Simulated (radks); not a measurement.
Values are calculated unless marked as measured or tabulated.
Spherical jellium clusters: N electrons in a uniform positive sphere of charge N and radius rs N^(1/3), rs = 5.82 bohr. Level of theory: non-relativistic Kohn-Sham, LDA (Slater exchange, Perdew-Wang correlation), spin-polarised, spherical densities (a radial shooting solver with Libxc functionals). Levels are named by radial order and angular momentum (1s, 1p, 1d, 2s, ...), and open shells are averaged over m.

N = 32, configuration 1s2 1p6 1d10 2s2 1f(up 7, down 5). This is the lowest configuration that the search found. Occupied and some empty levels:

level    occupation  eigenvalue (eV)  <r> (bohr)
1s up             1          -3.4186       10.74
1s down           1          -3.3876       10.44
1p up             3          -3.1151       13.01
1p down           3          -3.0669       12.89
1d up             5          -2.7483       14.25
1d down           5          -2.6930       14.22
2s up             1          -2.6207       10.83
2s down           1          -2.5953       11.04
1f up             7          -2.3088       15.14
1f down           5          -2.2513       15.14
2p up             0          -2.0037       11.96
2p down           0          -1.9810       12.01
1g up             0          -1.8005       15.88
1g down           0          -1.7433       15.91
2d up             0          -1.3648       13.68
2d down           0          -1.3382       13.69

Energy (eV): total -57.4207, kinetic 28.496, external -1806.9, Hartree 902.99, exchange-correlation -86.836, background 904.82.
